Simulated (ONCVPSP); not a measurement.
## Scattering properties, ONCV potential for Mg (Z = 12)

```json
{"Element": "magnesium (Mg)", "Generator": "ONCVPSP 4.0.1", "Type": "optimised norm-conserving Vanderbilt (ONCV)", "Functional": "revPBE", "Relativity": "scalar-relativistic", "Frozen core": "[He]", "Valence charge": "10", "Reference configuration": "2s2 2p6 3s2", "Partial waves": "2s+3s: rc 1.30 bohr, ncon 3, nbas 6, qcut 11.6 1/bohr, 2 projectors; 2p: rc 0.75 bohr, ncon 3, nbas 6, qcut 15.9 1/bohr, 2 projectors, debl 2.5 Ha", "Local potential": "polynomial inside 0.55 bohr (lpopt 5, dvloc0 0 Ha)", "Core correction": "none"}
```

The phase is arctan(r·R′/R) of the radial function R(r), unwrapped; energies in Ha, scanned from -4 to 5 Ha. A pole is an energy at which the radial function vanishes at the test radius. The pseudo phase is shifted by a multiple of π to meet the all-electron one at the reference energy, and phase errors are pseudo minus all-electron; the curves can meet again beyond the range given. Levels narrower than the energy grid can be missing from the lists of poles.

| channel | radius (bohr) | reference energy (Ha) | poles, all-electron | poles, pseudo | unbroken range about the reference energy with phases within 0.05 rad | phase error 1 Ha above the reference energy (rad) |
| --- | --- | --- | --- | --- | --- | --- |
| s | 1.32 | -0.17 | -2.52 | -2.52 | the whole range | +0.000 |
| p | 0.76 | -1.71 | 2.18 | 2.18 | the whole range | -0.000 |

Phases in the p channel:

| E (Ha) | all-electron | pseudo |
| --- | --- | --- |
| -3.98 | -0.144 | -0.144 |
| -3.50 | -0.384 | -0.384 |
| -3.02 | -0.609 | -0.609 |
| -2.54 | -0.804 | -0.804 |
| -2.06 | -0.963 | -0.964 |
| -1.58 | -1.091 | -1.091 |
| -1.10 | -1.194 | -1.194 |
| -0.62 | -1.278 | -1.278 |
| -0.14 | -1.347 | -1.347 |
| 0.34 | -1.405 | -1.405 |
| 0.82 | -1.456 | -1.456 |
| 1.30 | -1.500 | -1.500 |
| 1.78 | -1.540 | -1.540 |
| 2.26 | -1.576 | -1.576 |
| 2.74 | -1.610 | -1.610 |
| 3.22 | -1.643 | -1.643 |
| 3.70 | -1.674 | -1.674 |
| 4.18 | -1.705 | -1.705 |
| 4.66 | -1.736 | -1.736 |
